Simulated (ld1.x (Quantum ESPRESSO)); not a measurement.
Ranking TM potentials for Rh (Z = 45)

All share these settings but for the change named:

Rh (Z = 45), norm-conserving Troullier–Martins (Kleinman–Bylander form), made with ld1.x (Quantum ESPRESSO) 7.5 (PBE, scalar-relativistic). Core [Ar] 3d10, reference 4s2 4p6 4d7.5 5s0 5p0 (charge +1.5). Waves: 4s (bound): rc 1.45 bohr; 4p (bound): rc 1.50 bohr; 4d (bound): rc 1.85 bohr. Local part: all-electron potential smoothed inside 1.45 bohr (lloc = -1). Core correction: none.

Test errors are all-electron minus pseudo excitation energies from the reference, over 4s2 4p6 4d8 5s1 5p0; 4s2 4p6 4d8 5s0 5p0; 4s2 4p6 4d7 5s0 5p0; 4s2 4p6 4d6 5s0 5p0; 4s2 4p6 4d7 5s1 5p0; 4s2 4p6 4d7 5s1 5p1; 4s2 4p6 4d5 5s0 5p0. None of these files shows a bound ghost.

The base gives 222.1 meV.

Of 8 variants that were run, those that failed, showed a ghost or another fault, or gave nearly equal values are left out.

A variant can come out equal or close to the base, since the largest error may sit in a test that the change hardly touches while other tests move.

(1) Rank these variants by their largest absolute test error, smallest first.
A. wave 4p (bound): rc 1.50 bohr becomes 4p (bound): rc 1.58 bohr
B. wave 4s (bound): rc 1.45 bohr becomes 4s (bound): rc 1.18 bohr
C. local potential all-electron potential smoothed inside 2.14 bohr (lloc = -1)

## Answers

(1) B (60.5 meV), A (221.8 meV), C (459.6 meV).
